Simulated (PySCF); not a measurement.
Computed shifts of a molecule C3H7FSi, PBE/pcSseg-1 (PySCF), GIAO, gas phase, atoms alike by connectivity averaged where their shifts nearly agree, in ppm (number of nuclei): ¹⁹F: -157.7 (1). ¹³C: 94.1 (1), 25.5 (2). ²⁹Si: -65.3 (1). ¹H: 5.44 (1), 4.73 (1), 4.46 (1), 2.10 (2), 1.95 (2). References: ¹⁹F against CFCl3 (σ = 133.6 ppm); ¹³C against TMS (σ = 182.0 ppm); ²⁹Si against TMS (σ = 335.4 ppm); ¹H against TMS (σ = 31.49 ppm), references at their B3LYP-D3(BJ)/def2-TZVP geometries, non-relativistic. The structure is a stationary point at ωB97X-D3(BJ)/def2-SVP. Other conformers were not sampled.

Problem. Identify the compound among the candidates.
A. FC1C[SiH2]C1
B. FC1([SiH3])CC1
C. C=CC[SiH2]F
D. C=C(C)[SiH2]F

Solution. A, FC1C[SiH2]C1
